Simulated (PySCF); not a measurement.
## Orbital picture of RbPb

r²SCAN at R = 3.501 Å; basis Rb def2-SVP with ECP28, Pb def2-SVP with ECP60; scalar-relativistic core potentials; PySCF 2.14. State: ⁴Σ⁻ (quartet), unpaired electrons σ ↑, π ↑↑. Only the outer orbitals are listed, counted within each symmetry, core potentials removing the inner ones.

```csv
spin,orbital,occ.,ε (eV),on Rb (%),main shells (%)
α,3π,1,-17.45,100,100 Rb p
α,3π,1,-17.45,100,100 Rb p
α,5σ,1,-17.39,99,99 Rb p
α,6σ,1,-11.12,2,98 Pb s
α,7σ,1,-3.39,22,"77 Pb p, 21 Rb s"
α,4π,1,-2.96,10,90 Pb p
α,4π,1,-2.96,10,90 Pb p
α,8σ,0,-1.70,86,"74 Rb s, 15 Pb p, 11 Rb p"
α,5π,0,-0.39,98,"87 Rb p, 12 Rb d"
α,5π,0,-0.39,98,"87 Rb p, 12 Rb d"
β,3π,1,-17.41,100,100 Rb p
β,3π,1,-17.41,100,100 Rb p
β,5σ,1,-17.32,99,100 Rb p
β,6σ,1,-9.42,2,98 Pb s
β,7σ,0,-1.54,71,"68 Rb s, 28 Pb p"
β,4π,0,-0.61,26,"74 Pb p, 18 Rb p"
β,4π,0,-0.61,26,"74 Pb p, 18 Rb p"
```

Problem. Which are the highest filled and the lowest empty level, where do they sit, and how wide is the gap?

Solution. Highest filled α 4π at -2.96 eV (in %: 90 Pb p); lowest empty α 8σ at -1.70 eV (in %: 74 Rb s, 15 Pb p, 11 Rb p); the gap at r²SCAN is 1.26 eV.

| Property | Result |
| --- | --- |
| bond order (Mayer) | 0.78 |
| ⟨S²⟩ | 3.755 |
| charge on Rb (Mulliken, basis-dependent) | 0.54 |
| charge on Rb (Löwdin, basis-dependent) | 0.27 |
| dipole moment (positive dipole means Rb(−)Pb(+)) | -10.56 D |

These are scalar-relativistic numbers at best; spin–orbit coupling would shift them, the dissociation energy most. The state is the lowest determinant that a PBE0 search found; another state may lie lower at other levels.
